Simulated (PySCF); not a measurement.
**Stretching Br₂**

Set-up: Br def2-TZVPP; no relativity (PySCF 2.14). Energies in eV from Br + Br in their ground configurations at the same level. State: ¹Σg⁺ (singlet), closed shell.

Curves on a restricted Hartree–Fock reference rise too fast on stretching and do not dissociate correctly.

```csv
R (Å),PBE,RHF-CCSD,RHF-CCSD(T),RHF
1.967,-1.017,,,0.7273
2.058,-1.805,-1.275,-1.409,-0.0657
2.150,-2.246,-1.698,-1.840,-0.4888
2.218,-2.414,-1.849,-1.998,-0.6320
2.287,-2.481,-1.896,-2.053,-0.6654
2.356,-2.472,-1.867,-2.033,-0.6162
2.447,-2.376,-1.744,-1.926,-0.4577
2.561,-2.170,-1.508,-1.713,-0.1614
2.699,-1.857,-1.164,-1.405,0.2738
2.882,-1.406,,,0.9004
```

Q: Put a parabola through the three lowest points of the PBE curve and estimate Re, k and ωe (reduced mass 39.46 u; 1 eV/Å² = 0.16022 mdyn/Å; ωe = 1302.8·√(k/μ) cm⁻¹).

A: Through R = 2.218, 2.287, 2.356 Å the second-order coefficient is 7.98 eV/Å², so Re ≈ 2.313 Å, k ≈ 2.56 mdyn/Å and ωe ≈ 332 cm⁻¹. A polynomial fit of higher order to the unrounded PBE energies gives Re = 2.311 Å, k = 2.30 mdyn/Å, ωe = 314 cm⁻¹; anharmonicity and rounding make the difference.

The higher-order fit for each curve: PBE: Re = 2.311 Å, ωe = 314 cm⁻¹, De = 2.49 eV; RHF-CCSD: Re = 2.291 Å, ωe = 330 cm⁻¹, De = 1.90 eV; RHF-CCSD(T): Re = 2.300 Å, ωe = 320 cm⁻¹, De = 2.05 eV; RHF: Re = 2.277 Å, ωe = 354 cm⁻¹, De = 0.67 eV.

Correlated steps freeze 18 core orbitals. Where the molecule has an RHF reference, its open-shell atoms are computed with UHF.
